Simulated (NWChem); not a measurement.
CH$_{5}$B; SMILES BC

Results from NWChem. The geometry was optimised at B3LYP/6-31G* (spherical d). Static field.

Question: Among these, which level gives the lowest value of “anisotropy (bohr³)”?
A. PBE/aug-cc-pVDZ
B. LDA (Slater exchange, VWN5)/aug-cc-pVDZ
C. Hartree-Fock/aug-cc-pVDZ
D. B3LYP/aug-cc-pVDZ

Answer: C, Hartree-Fock/aug-cc-pVDZ. Values: Hartree-Fock/aug-cc-pVDZ 5.9; B3LYP/aug-cc-pVDZ 7.7; PBE/aug-cc-pVDZ 8.6; LDA (Slater exchange, VWN5)/aug-cc-pVDZ 8.9
